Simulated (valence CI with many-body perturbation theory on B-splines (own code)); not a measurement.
## Forbidden lines of Tl X

Level of theory: configuration interaction combined with many-body perturbation theory (CI+MBPT): four valence electrons over a frozen Dirac-Fock core [Xe] 4f14, a basis of 9 s, 9 p, 10 d, 8 f, 5 g, 3 h, 1 i functions for each j, with the one-electron correlation potential Σ1, the two-electron term Σ2, the three-electron term Σ3, Breit, model QED; selected CI, second order for the rest, scaled by the run's own slope (own B-spline code, finite nucleus).

No measured levels were compared; by estimate terms of the open shell hold to 2 to 4 % of their energy, and close levels can change places. Core correlation moves these levels by up to 17000 cm⁻¹, and in measured spectra 5 to 20 % of such shifts remained as error; rates that hang on mixing are uncertain with them. Only levels of the ground parity were solved; by the run's estimate the other parity begins above the list, which can be wrong where configurations are misplaced.

Lines 51 to 100 of 119 in falling wavelength, among levels below 45.613 eV, chosen from the decays that carry over 1 % of a level's rate. Wavelengths and rates use the calculated energies, so an error of 2000 cm⁻¹ moves a line at 371.1 nm by 7.4 % and its rate by three times that or more. Electric multipoles are in the length gauge, E1 and E2 with the static RPA response of the core. S is in atomic units (e²a₀⁴ for E2 and M2, e²a₀⁶ for E3), for M1 in squared Bohr magnetons. Weak lines are less certain than strong ones. Lines between different terms over intervals too small for the method are left out, as are lines whose strength nearly cancels.

Levels are named by their leading jj configuration (3d3/2^4 stands for four electrons in 3d with j = 3/2), which in mixed levels can hold well under half, so a name can repeat and another be missing. Letters in brackets count levels of one name in rising energy.

| λ vac (nm) | Upper | Lower | Type | A (s⁻¹) | S (a.u.) |
| --- | --- | --- | --- | --- | --- |
| 371.1 | (5d3/2^2 5d5/2^2) J=6 | (5d3/2^3 5d5/2) J=4 | E2 | 2.59e-02 | 2.12e-01 |
| 369.1 | (5d3/2 5d5/2^3) J=5 | (5d3/2^2 5d5/2^2) J=5 | M1 | 8.99e+01 | 1.84e+00 |
| 359.2 | (5d3/2^2 5d5/2^2) J=0 [a] | (5d3/2^3 5d5/2) J=1 | M1 | 7.49e+02 | 1.29e+00 |
| 342.9 | (5d3/2 5d5/2^3) J=6 | (5d3/2^2 5d5/2^2) J=5 | M1 | 1.58e+02 | 3.07e+00 |
| 333.9 | (5d3/2 5d5/2^3) J=3 [b] | (5d3/2^2 5d5/2^2) J=3 [b] | M1 | 1.44e+02 | 1.39e+00 |
| 327.5 | (5d3/2^2 5d5/2^2) J=1 | (5d3/2^3 5d5/2) J=2 | M1 | 3.60e+02 | 1.41e+00 |
| 326.2 | (5d3/2 5d5/2^3) J=3 [b] | (5d3/2^2 5d5/2^2) J=2 [b] | M1 | 8.24e+01 | 7.43e-01 |
| 322.7 | (5d3/2^2 5d5/2^2) J=2 [e] | (5d3/2^2 5d5/2^2) J=3 [b] | M1 | 7.36e+01 | 4.58e-01 |
| 317.7 | (5d3/2^2 5d5/2^2) J=4 [b] | (5d3/2^3 5d5/2) J=4 | M1 | 2.08e+00 | 2.23e-02 |
| 316.9 | (5d3/2^2 5d5/2^2) J=4 [b] | (5d3/2^3 5d5/2) J=3 | M1 | 1.88e+01 | 1.99e-01 |
| 316.7 | (5d3/2 5d5/2^3) J=1 [a] | (5d3/2^2 5d5/2^2) J=2 [a] | M1 | 2.34e+02 | 8.28e-01 |
| 315.6 | (5d3/2^2 5d5/2^2) J=2 [e] | (5d3/2^2 5d5/2^2) J=2 [b] | M1 | 3.07e+01 | 1.79e-01 |
| 315.0 | (5d3/2 5d5/2^3) J=3 [b] | (5d3/2^2 5d5/2^2) J=4 [b] | M1 | 5.96e+01 | 4.84e-01 |
| 312.9 | (5d3/2^2 5d5/2^2) J=4 [c] | (5d3/2^2 5d5/2^2) J=5 | M1 | 1.52e+01 | 1.56e-01 |
| 310.3 | (5d3/2 5d5/2^3) J=3 [c] | (5d3/2 5d5/2^3) J=3 [a] | M1 | 4.99e+00 | 3.87e-02 |
| 309.7 | (5d3/2 5d5/2^3) J=3 [c] | (5d3/2^2 5d5/2^2) J=2 [c] | M1 | 8.03e+01 | 6.19e-01 |
| 306.3 | (5d3/2^2 5d5/2^2) J=2 [b] | (5d3/2^3 5d5/2) J=3 | M1 | 2.35e+00 | 1.25e-02 |
| 305.2 | (5d3/2^2 5d5/2^2) J=2 [d] | (5d3/2^2 5d5/2^2) J=1 | M1 | 2.53e+01 | 1.33e-01 |
| 305.0 | (5d3/2 5d5/2^3) J=1 [b] | (5d3/2^2 5d5/2^2) J=2 [c] | M1 | 1.11e+02 | 3.50e-01 |
| 300.5 | (5d3/2^2 5d5/2^2) J=3 [b] | (5d3/2^3 5d5/2) J=4 | M1 | 1.58e+02 | 1.11e+00 |
| 299.8 | (5d3/2^2 5d5/2^2) J=3 [b] | (5d3/2^3 5d5/2) J=3 | M1 | 1.04e+01 | 7.24e-02 |
| 299.5 | (5d5/2^4) J=4 | (5d3/2 5d5/2^3) J=3 [a] | M1 | 1.74e+02 | 1.56e+00 |
| 289.4 | (5d3/2^2 5d5/2^2) J=2 [a] | (5d3/2^3 5d5/2) J=1 | M1 | 2.59e+02 | 1.16e+00 |
| 282.8 | (5d3/2 5d5/2^3) J=5 | (5d3/2^2 5d5/2^2) J=4 [a] | M1 | 3.30e+01 | 3.05e-01 |
| 279.4 | (5d3/2 5d5/2^3) J=0 | (5d3/2^2 5d5/2^2) J=1 | M1 | 5.42e+02 | 4.38e-01 |
| 277.0 | (5d3/2^2 5d5/2^2) J=4 [c] | (5d3/2^2 5d5/2^2) J=3 [a] | M1 | 9.28e+01 | 6.58e-01 |
| 264.9 | (5d3/2 5d5/2^3) J=3 [c] | (5d3/2 5d5/2^3) J=4 [a] | M1 | 5.60e+01 | 2.70e-01 |
| 262.9 | (5d3/2^2 5d5/2^2) J=2 [b] | (5d3/2^3 5d5/2) J=2 | M1 | 1.40e+01 | 4.72e-02 |
| 261.5 | (5d3/2^2 5d5/2^2) J=2 [d] | (5d3/2^2 5d5/2^2) J=2 [a] | M1 | 6.07e+00 | 2.01e-02 |
| 261.2 | (5d3/2 5d5/2^3) J=1 [a] | (5d3/2^2 5d5/2^2) J=0 [a] | M1 | 3.37e+02 | 6.68e-01 |
| 258.2 | (5d3/2^2 5d5/2^2) J=3 [b] | (5d3/2^3 5d5/2) J=2 | M1 | 1.10e+01 | 4.91e-02 |
| 257.4 | (5d3/2^2 5d5/2^2) J=2 [d] | (5d3/2^2 5d5/2^2) J=3 [a] | M1 | 3.25e+01 | 1.03e-01 |
| 257.0 | (5d5/2^4) J=4 | (5d3/2 5d5/2^3) J=4 [a] | M1 | 5.24e+02 | 2.96e+00 |
| 255.2 | (5d3/2^2 5d5/2^2) J=2 [e] | (5d3/2^2 5d5/2^2) J=1 | M1 | 1.18e+02 | 3.63e-01 |
| 251.0 | (5d3/2 5d5/2^3) J=4 [a] | (5d3/2^3 5d5/2) J=4 | M1 | 9.75e+00 | 5.15e-02 |
| 250.5 | (5d3/2 5d5/2^3) J=4 [a] | (5d3/2^3 5d5/2) J=3 | M1 | 9.82e+01 | 5.15e-01 |
| 248.6 | (5d3/2^2 5d5/2^2) J=4 [c] | (5d3/2^2 5d5/2^2) J=4 [a] | M1 | 1.13e+02 | 5.77e-01 |
| 229.3 | (5d3/2 5d5/2^3) J=3 [b] | (5d3/2^2 5d5/2^2) J=2 [a] | M1 | 6.79e+00 | 2.12e-02 |
| 226.1 | (5d3/2 5d5/2^3) J=3 [b] | (5d3/2^2 5d5/2^2) J=3 [a] | M1 | 6.39e+01 | 1.92e-01 |
| 223.9 | (5d3/2^2 5d5/2^2) J=2 [e] | (5d3/2^2 5d5/2^2) J=2 [a] | M1 | 5.65e+00 | 1.18e-02 |
| 220.9 | (5d3/2^2 5d5/2^2) J=2 [e] | (5d3/2^2 5d5/2^2) J=3 [a] | M1 | 1.74e+02 | 3.48e-01 |
| 220.3 | (5d3/2^2 5d5/2^2) J=2 [c] | (5d3/2^3 5d5/2) J=3 | M1 | 4.57e+02 | 9.06e-01 |
| 220.0 | (5d3/2 5d5/2^3) J=3 [a] | (5d3/2^3 5d5/2) J=3 | M1 | 5.72e+01 | 1.58e-01 |
| 219.7 | (5d3/2 5d5/2^3) J=1 [b] | (5d3/2^2 5d5/2^2) J=2 [b] | M1 | 1.94e+01 | 2.29e-02 |
| 216.8 | (5d3/2 5d5/2^3) J=3 [c] | (5d3/2^2 5d5/2^2) J=4 [b] | M1 | 9.65e+00 | 2.55e-02 |
| 210.4 | (5d3/2^2 5d5/2^2) J=2 [b] | (5d3/2^3 5d5/2) J=1 | M1 | 3.18e+01 | 5.49e-02 |
| 206.8 | (5d3/2 5d5/2^3) J=3 [b] | (5d3/2^2 5d5/2^2) J=4 [a] | M1 | 7.88e+01 | 1.81e-01 |
| 199.1 | (5d3/2 5d5/2^3) J=5 | (5d3/2^3 5d5/2) J=4 | M1 | 7.58e+00 | 2.44e-02 |
| 197.0 | (5d3/2^2 5d5/2^2) J=2 [c] | (5d3/2^3 5d5/2) J=2 | M1 | 4.93e+01 | 6.99e-02 |
| 196.7 | (5d3/2 5d5/2^3) J=3 [a] | (5d3/2^3 5d5/2) J=2 | M1 | 1.06e+02 | 2.10e-01 |
